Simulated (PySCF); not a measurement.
This PySCF input asks for the NMR shieldings of SMILES C[S][Al]([CH]1CC1)[N](C)C, C$_{6}$H$_{14}$AlNS; the geometry comes from GFN2-xTB.

```python
import basis_set_exchange as bse
import numpy as np
from pyscf import gto, dft
from pyscf.prop import nmr

atoms = """
C    -2.936282   -2.095879   -0.274628
S    -1.160953   -2.447080   -0.578670
Al   -0.187292   -0.503972   -0.156480
C    -1.283584    1.114548    0.193917
C    -0.870385    2.111175    1.260529
C    -0.768753    2.493368   -0.171010
N     1.608881   -0.573691   -0.185793
C     2.528626    0.512921    0.092101
C     2.317998   -1.802382   -0.517183
H    -3.362502   -2.996747    0.155501
H    -3.420141   -1.874612   -1.220805
H    -3.052628   -1.265089    0.415364
H    -2.369728    1.036971    0.087515
H    -1.644173    2.567088    1.862702
H     0.045173    1.930250    1.807242
H     0.214536    2.580795   -0.611679
H    -1.475511    3.211909   -0.562268
H     1.967627    1.410606    0.344231
H     3.186641    0.266703    0.934120
H     3.161089    0.728175   -0.777505
H     2.965072   -2.118727    0.308830
H     2.941723   -1.667993   -1.408091
H     1.589812   -2.591355   -0.714923
"""
names = dict.fromkeys(["C", "S", "Al", "N", "H"], "pcSseg-1")
basis = {el: gto.basis.parse(bse.get_basis(n, elements=[el], fmt="nwchem")) for el, n in names.items()}
mol = gto.M(atom=atoms, basis=basis, charge=0, verbose=0)
mf = dft.RKS(mol, xc="PBE0")
mf.grids.level = 2
mf.grids.alignment = dft.numint.BLKSIZE   # the property module wants whole blocks of grid points
mf.conv_tol = 1e-9
mf.kernel()

calc = nmr.RKS(mf)   # GIAO
C = mf.mo_coeff
Co = C[:, mf.mo_occ > 0]
resp = mf.gen_response(singlet=True, hermi=2)
def vind(x):   # induced exchange potential for any number of trial vectors
    d = np.einsum("pi,xij,qj->xpq", C, 2 * x.reshape(-1, C.shape[1], Co.shape[1]), Co, optimize=True)
    return np.einsum("xpq,pi,qj->xij", resp(d - d.transpose(0, 2, 1)), C, Co, optimize=True).ravel()
mo1, _ = nmr.rhf.solve_mo1(calc, with_cphf=vind)
sigma = calc.kernel(mo1)
for i, s in enumerate(sigma):   # ppm
    w = np.linalg.eigvalsh((s + s.T) / 2)
    print("%2d %-2s iso %8.1f  s11 %8.1f  s22 %8.1f  s33 %8.1f" % (i, mol.atom_pure_symbol(i), w.mean(), *w))
```

Task: Give the expected output.

Result: 
```
 0 C  iso    175.1  s11    165.3  s22    169.3  s33    190.7
 1 S  iso    675.7  s11    638.6  s22    646.5  s33    741.9
 2 Al iso    366.9  s11    339.6  s22    364.5  s33    396.7
 3 C  iso    197.0  s11    164.0  s22    191.5  s33    235.4
 4 C  iso    183.8  s11    156.3  s22    175.7  s33    219.4
 5 C  iso    183.7  s11    156.4  s22    175.4  s33    219.4
 6 N  iso    204.7  s11    147.3  s22    220.2  s33    246.5
 7 C  iso    143.1  s11    118.9  s22    127.8  s33    182.7
 8 C  iso    142.7  s11    118.3  s22    128.1  s33    181.6
 9 H  iso     29.5  s11     23.3  s22     26.9  s33     38.3
10 H  iso     29.4  s11     23.8  s22     26.8  s33     37.7
11 H  iso     29.4  s11     22.5  s22     30.3  s33     35.4
12 H  iso     32.1  s11     23.8  s22     29.6  s33     42.8
13 H  iso     30.9  s11     24.8  s22     26.4  s33     41.6
14 H  iso     31.3  s11     24.4  s22     29.3  s33     40.1
15 H  iso     31.1  s11     24.1  s22     29.3  s33     40.0
16 H  iso     30.9  s11     24.7  s22     26.4  s33     41.7
17 H  iso     29.1  s11     22.6  s22     31.2  s33     33.5
18 H  iso     29.2  s11     25.3  s22     26.4  s33     35.9
19 H  iso     29.2  s11     25.3  s22     26.3  s33     35.9
20 H  iso     29.3  s11     25.1  s22     26.5  s33     36.2
21 H  iso     29.3  s11     25.1  s22     26.6  s33     36.2
22 H  iso     28.5  s11     21.6  s22     31.3  s33     32.5
```

These numbers come from an equivalent density-fitted implementation of the same equations, which agrees with the script to about 0.01 ppm for H and up to a few tenths of a ppm for heavy atoms, so last digits may differ.

Size and cost of the density-fitted run: 237 basis functions, 45 s wall time on 1 thread of an Intel Xeon 6975P-C, shared host; peak memory 1 GiB.
